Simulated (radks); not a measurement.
Values are calculated unless marked as measured or tabulated.
Problem. These are the eigenvalues of the occupied orbitals of an atom or ion with whole-number occupations (eV). Code: a radial shooting solver on a logarithmic mesh with Libxc functionals. Model: scalar-relativistic Kohn-Sham, SCAN, spin-polarised, spherical densities, finite nucleus; meta-GGA in the generalised Kohn-Sham scheme; Fermi nuclear charge, rms radius of each element as measured or else 0.836 A^(1/3) + 0.57 fm.

| orbital | eigenvalue |
|---|---|
| 1s | -29109.71 |
| 2s | -4447.155 |
| 2p | -3992.931 |
| 3s | -899.2848 |
| 3p | -749.5255 |
| 3d | -519.9131 |
| 4s | -180.0126 |
| 4p | -134.5548 |
| 4d | -68.1951 |

Which element is it, and in what charge state? The configuration may be excited. Open shells, if any, are filled with parallel spins first.

Solution. Z = 50, tin, charge +4: Sn4+ in [Kr] 4d10. The list shows which subshells hold electrons but not how many an open one holds; the 1s level, -1069.8 hartree, gives Z - s = 46.3 by -(Z - s)^2/2, which with screening and relativity narrows Z to a few neighbours, and the depths of the outer levels then fix element, charge and occupations together.
